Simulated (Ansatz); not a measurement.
Gas-phase electronic energies from Ansatz, PBE0-D4/def2-TZVP geometries. CCSD(T)/CBS adds triple-zeta CCSD(T) − MP2 to the extrapolated MP2 energy (def2 sets, frozen cores). This one scheme is used for every species. Each species was taken in one conformer, which may not be the lowest.

`O[SiH](F)N[SiH3]` + `C1NCS1` → `[SiH3]N1CSC1` + `N[SiH](O)F`  (ligand exchange at the Si–N bond)

`O[SiH](F)N[SiH3]`:

Z-matrix (Å, degrees):
```
Si
F 1 1.597
N 1 1.705 2 103.7
O 1 1.628 2 111.6 3 122.1
H 1 1.472 2 108.1 3 -123.2
Si 3 1.737 1 128.4 2 -10.9
H 3 1.010 1 116.4 2 172.6
H 4 0.959 1 118.2 2 -67.5
H 6 1.486 3 112.2 1 73.5
H 6 1.484 3 111.0 1 -47.7
H 6 1.486 3 106.9 1 -167.4
```

`C1NCS1`:

Cartesian coordinates in Å:
```
C 0.826 0.672 -0.345
N -0.219 0.447 0.650
C -0.611 -0.903 0.253
S 0.910 -1.111 -0.740
H 1.754 1.076 0.065
H 0.519 1.266 -1.214
H -0.972 1.121 0.614
H -0.694 -1.606 1.084
H -1.513 -0.960 -0.368
```

`[SiH3]N1CSC1`:

```xyz
12

Si   -1.382    0.694    0.577
N     0.146    0.079    0.085
C     0.775   -1.169    0.479
S     2.006   -1.040   -0.868
C     0.876    0.374   -1.136
H    -1.512    0.453    2.038
H    -1.402    2.147    0.264
H    -2.551    0.060   -0.102
H     0.144   -2.060    0.378
H     1.220   -1.151    1.478
H     0.296    0.270   -2.061
H     1.383    1.343   -1.132
```

`N[SiH](O)F`:

Cartesian coordinates in Å:
```
N 0.940 -0.431 -0.581
Si -0.487 0.332 -0.062
O -0.959 -0.252 1.383
F -0.106 1.881 -0.001
H 1.578 0.042 -1.199
H 0.997 -1.431 -0.677
H -1.683 0.219 -0.915
H -0.281 -0.359 2.052
```

| species | MP2/def2-QZVPP energy (Eh) |
| --- | --- |
| `O[SiH](F)N[SiH3]` | -811.48519 |
| `C1NCS1` | -531.43000 |
| `[SiH3]N1CSC1` | -821.69699 |
| `N[SiH](O)F` | -521.21613 |

Work out ΔE.

ΔE = (-821.69699) + (-521.21613) − (-811.48519) − (-531.43000) = 0.00207 Eh = +1.3 kcal/mol. CCSD(T)/CBS gives +1.9 kcal/mol.

Largest T1 diagnostic among the species: 0.011.
